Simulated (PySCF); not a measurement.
# Group charges in `C/C=C\[Si@@H](C#N)C=O`

Compound: C5H7NOSi.
Numbering: `[CH3:1]/[CH:2]=[CH:3]\[Si@@H:4]([C:5]#[N:6])[CH:7]=[O:8]` (hydrogens: H9, H10, H11 on C1; H12 on C2; H13 on C3; H14 on Si4; H15 on C7)

Structure used (GFN2-xTB), in Å, numbered top down from 1:
```
atom  x, y, z in Å
C1    -2.1700    0.7117   -0.3090
C2    -1.3307    0.7547    0.9174
C3    -0.1334    0.1947    1.0673
Si4    0.8120   -0.7973   -0.2088
C5     1.0679    0.1688   -1.7922
N6     1.2158    0.7693   -2.7568
C7     2.5983   -1.0874    0.4471
O8     2.9356   -0.8380    1.5749
H9    -3.1211    0.2257   -0.0904
H10   -2.3925    1.7257   -0.6404
H11   -1.6758    0.1785   -1.1172
H12   -1.7709    1.3040    1.7429
H13    0.3667    0.3067    2.0230
H14    0.2542   -2.0921   -0.6191
H15    3.3395   -1.5170   -0.2605
```

Atomic charges (e) from the PBE0/pcSseg-1 density (PySCF):

| atom | Mulliken | IAO | Hirshfeld | ESP-fitted |
| --- | --- | --- | --- | --- |
| C1 | -0.2504 | -0.4276 | -0.1099 | -0.3286 |
| C2 | -0.1685 | -0.0712 | -0.0057 | +0.0901 |
| C3 | -0.4427 | -0.4625 | -0.1527 | -0.4653 |
| Si4 | +0.8562 | +0.8325 | +0.3927 | +0.4750 |
| C5 | -0.2162 | -0.1616 | -0.0343 | +0.1156 |
| N6 | -0.1997 | -0.1915 | -0.1958 | -0.3673 |
| C7 | -0.0217 | +0.0196 | +0.0565 | +0.3437 |
| O8 | -0.3224 | -0.3436 | -0.1926 | -0.3905 |
| H9 | +0.1395 | +0.1619 | +0.0553 | +0.1128 |
| H10 | +0.1446 | +0.1663 | +0.0582 | +0.1269 |
| H11 | +0.1312 | +0.1434 | +0.0420 | +0.1249 |
| H12 | +0.1165 | +0.1525 | +0.0550 | +0.0966 |
| H13 | +0.1500 | +0.1727 | +0.0458 | +0.1690 |
| H14 | -0.0281 | -0.0982 | -0.0575 | -0.0947 |
| H15 | +0.1117 | +0.1075 | +0.0432 | -0.0082 |

Question: Cut each of the bonds C1–C2, C2–C3, Si4–C3, C5–Si4 and C7–Si4 in turn and sum the charges on the side of the atom named first.

Answer: In e; the other side holds the opposite charge:

| bond cut | piece | atoms | Mulliken | IAO | Hirshfeld | ESP-fitted |
| --- | --- | --- | --- | --- | --- | --- |
| C1–C2 | CH3 | 4 | +0.165 | +0.044 | +0.046 | +0.036 |
| C2–C3 | C2H4 | 6 | +0.113 | +0.125 | +0.095 | +0.223 |
| Si4–C3 | C2H2NOSi | 7 | +0.180 | +0.165 | +0.012 | +0.074 |
| C5–Si4 | CN | 2 | -0.416 | -0.353 | -0.230 | -0.252 |
| C7–Si4 | CHO | 3 | -0.232 | -0.217 | -0.093 | -0.055 |

Extremes among these pieces. Mulliken: lowest CN at C5, highest C2H2NOSi at Si4; IAO: lowest CN at C5, highest C2H2NOSi at Si4; Hirshfeld: lowest CN at C5, highest C2H4 at C2; ESP-fitted: lowest CN at C5, highest C2H4 at C2.

Question: Do the schemes agree better on the pieces than on the single atoms at the cuts?

Answer: The spread between schemes averages 0.158 e for the pieces and 0.347 e for the atoms named first; it is smaller for the piece at 5 of the 5 cuts. On average they agree better on the pieces.

The structure is a single GFN2-xTB conformer in the gas phase; no vibrational or solvent corrections.
